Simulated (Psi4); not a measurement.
C2H3FSi, singlet, at a GFN2-xTB geometry. Base run: CCSD(T)/def2-SVP run with Psi4.

The Psi4 input:
```
memory 2 GB

molecule {
0 1
  Si   -0.76748994   -0.25959108    0.05080117
  F    -1.08226501    1.14490314   -0.67105726
  C     1.06126978   -0.35824159    0.28228306
  C     2.25152549   -0.42756164    0.43545721
  H    -1.23229576   -1.27933807   -0.87750068
  H    -1.45343439   -0.19304594    1.33248937
  H     3.29420281   -0.48264978    0.56686868
}

set basis def2-svp
set freeze_core true

energy('ccsd(t)')
print_variables()
```

Each row names what was changed in the base input (with any setting that the change needs).

| change | ΔE vs base (kcal/mol) | MP2 correlation (Eh) | basis functions | core-seconds (rough) |
|---|---|---|---|---|
| base | 0.000 | -0.52659 | 75 | 30 |
| method = dlpno-mp2 | 28.93 | -0.52639 | 75 | 5 |
| method = mp4 | -0.66 | -0.52659 | 75 | 10 |
| method = qcisd(t) | -0.409 | -0.52659 | 75 | 20 |
| method = ccsd | ? | -0.52659 | 75 | 20 |
| method = fno-ccsd(t) | 0.000 | -0.52659 | 75 | 20 |
| method = mp3 | ? | -0.52644 | 75 | 5 |
| method = mp2 | 28.90 | -0.52644 | 75 | 5 |

**Question.** Complete the blanks.

**Answer.** 
- method = ccsd, ΔE vs base (kcal/mol): 10.52
- method = mp3, ΔE vs base (kcal/mol): 17.40
